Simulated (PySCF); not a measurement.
C3H8N, doublet, at a GFN2-xTB geometry. Base run: PySCF with MP2/6-31G**.

PySCF was given this input:
```python
from pyscf import gto, scf, mp

mol = gto.M(
    atom='''
N     0.00107674    0.05252662    0.22290961
C    -0.00119711    1.43247889    0.07940335
C     1.20870810   -0.64841920   -0.12711140
C    -1.20848741   -0.65112173   -0.11479853
H     0.91995774    1.93255837    0.31358775
H    -0.92103430    1.93050006    0.32296552
H     1.30930264   -0.79359459   -1.21222697
H     1.20646811   -1.62978335    0.35106755
H     2.06996861   -0.08568093    0.22685824
H    -1.31980642   -0.79653405   -1.19883464
H    -2.06735332   -0.09030664    0.24793320
H    -1.19918176   -1.63247297    0.36332161
''',
    basis='6-31g**',
    spin=1,
    verbose=5,
)

mf = scf.UHF(mol)
mf.kernel()

pt = mp.MP2(mf, frozen=4)
pt.kernel()
print('E(MP2) = %.10f' % pt.e_tot)
```

The base run was repeated with changes; each row names its change, and settings that it needs were set with it.

| change | basis functions | E (Eh) | MP2 correlation (Eh) | SCF-reference HOMO (eV) | SCF-reference dipole (D) | core-seconds (rough) |
|---|---|---|---|---|---|---|
| base | 96 | -173.23917 | -0.58237 | -7.46 | 0.67 | 3 |
| basis = STO-3G | 28 | -170.73667 | -0.18635 | -5.87 | 0.65 | 0.4 |
| basis = 6-31G | 52 | -172.93418 | -0.36525 | -7.45 | 0.72 | 0.7 |
| basis = pcseg-0 | 52 | -172.51779 | -0.36568 | -7.52 | 0.76 | 0.5 |
| basis = 3-21G | 52 | -172.04988 | -0.36210 | -7.35 | 0.71 | 0.5 |
| basis = 6-31G* | 72 | -173.17417 | -0.53077 | -7.47 | 0.65 | 1 |
| basis = 6-31+G* | 88 | -173.18802 | -0.53891 | -7.55 | 0.78 | 3 |
| basis = def2-SVP | 96 | -173.10390 | -0.57994 | -7.58 | 0.72 | 4 |
| basis = pcseg-1 | 96 | -173.18659 | -0.58300 | -7.54 | 0.76 | 3 |
| basis = pc-1 | 96 | -173.18907 | -0.58319 | -7.54 | 0.76 | 3 |
| basis = 6-311G** | 120 | -173.30707 | -0.61585 | -7.55 | 0.71 | 6 |
| basis = def2-SVPD | 144 | -173.14270 | -0.61058 | -7.63 | 0.77 | 10 |
| basis = 6-311++G** | 144 | -173.31525 | -0.62070 | -7.57 | 0.80 | 20 |

Totals compare only among sets that treat the same electrons; sets with core potentials leave the core out.

Open shells are given as the SCF converged; they aren't shown to be the lowest states, and a large step between rows can be another state.
